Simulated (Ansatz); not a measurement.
ClLi (SMILES [Li][Cl]), singlet, at a GFN2-xTB geometry (such geometries of metal compounds can be far from the true shape). Base run: PBE0/def2-SV(P) in Ansatz (a quantum-chemistry and plane-wave program).

Geometry (Å):
```xyz
2

Li     0.0000     0.0000    -1.6631
Cl     0.0000     0.0000     0.2935
```
Charge 0, spin multiplicity 1.
All else is at Ansatz's defaults.
Base energy -467.46929 Eh.

Each row names what was changed in the base input (with any setting that the change needs).

| change | ΔE vs base (mEh) |
|---|---|
| base | 0.000 |
| accuracy = high | 0.000 |
| lower_state_search = full | 0.000 |
| lower_state_search = light | 0.000 |
| point_charge = charge:0.5 position_ang:-0.6869, 3.7388, 0.4883 | -7.639 |
| point_charge = charge:1.0 position_ang:0.4899, 1.0413, -4.493 | 46.662 |
| point_charge = charge:-1.0 position_ang:0.2959, -3.9515, -1.038 | -2.949 |
| fitting.mean_field = def2-universal-JKFIT | -0.006 |
| forces = on | 0.000 |
| lower_state_search = off | 0.000 |
| final_grid = 14, 28, 59 | 0.000 |
